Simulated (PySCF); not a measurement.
A structure optimised at B3LYP-D3(BJ)/def2-SVP, used in a PySCF frequency run:

```
N
C 1 1.4463
H 2 1.1050 1 111.70
H 2 1.1125 3 106.76 1 -123.37
H 2 1.1125 3 106.76 4 -113.26
C 1 1.4463 2 111.60 3 180.00
H 6 1.1050 1 111.70 2 180.00
H 6 1.1125 7 106.76 1 -123.37
H 6 1.1125 7 106.76 8 -113.26
Mg 1 1.8966 2 124.20 3 0.00
F 10 1.7638 2 156.18 3 0.00
```

Write its SMILES, formula and point group.

C[N](C)[Mg][F], C2H6FMgN, C2v

What are its rotational constants (standard atomic weights)?

9.5463, 1.8198, 1.5585 GHz
